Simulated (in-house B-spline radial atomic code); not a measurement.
Configurations of the technetium ion Tc³⁺, with energies counted from [Kr] 4d4. All numbers are computed (scalar-relativistic (X2C) r2SCAN0, spin-polarised, spherical fractional occupations, exact exchange averaged over the configuration; Fermi nucleus of rms radius 4.41117 fm) with a B-spline radial code for spherical atoms, not measured. Shells without spins written out take the highest spin.

Occupations are held fixed; configurations that lie above the ionisation limit could autoionise.

```json
{"configuration": "[Kr] 4d3 5p1", "E - E(ref) (eV)": "16.42", "highest orbital": "5p up", "its <r> (bohr)": "2.933"}
{"configuration": "[Ar] 3d10 4s2 4p5 4d4 5s1", "E - E(ref) (eV)": "47.037", "highest orbital": "5s up", "its <r> (bohr)": "2.498"}
{"configuration": "[Ar] 3d10 4s2 4p5 4d4 5f1", "E - E(ref) (eV)": "71.338", "highest orbital": "5f up", "its <r> (bohr)": "6.397"}
{"configuration": "[Ar] 3d9 4s2 4p6 4d5", "E - E(ref) (eV)": "254.27", "highest orbital": "4d up", "its <r> (bohr)": "1.423"}
{"configuration": "[Ar] 3d9 4s2 4p6 4d4 4f1", "E - E(ref) (eV)": "285.37", "highest orbital": "4f up", "its <r> (bohr)": "3.476"}
```

Q: Order these further configurations by energy, lowest first.
A. [Ar] 3d10 4s2 4p5 4d4 4f1
B. [Ar] 3d9 4s2 4p6 4d4 5p1
C. [Kr] 4d3 5s1
D. [Ar] 3d9 4s2 4p6 4d4 5f1
E. [Ar] 3d10 4s2 4p5 4d4 5p1

A: C (9.4035 eV), E (54.225 eV), A (66.071 eV), B (273.16 eV), D (290.55 eV).

Q: How far above the reference does [Ar] 3d9 4s2 4p6 4d4 5s1 lie?

A: 265.94 eV; its least bound orbital is 5s up with <r> = 2.475 bohr.
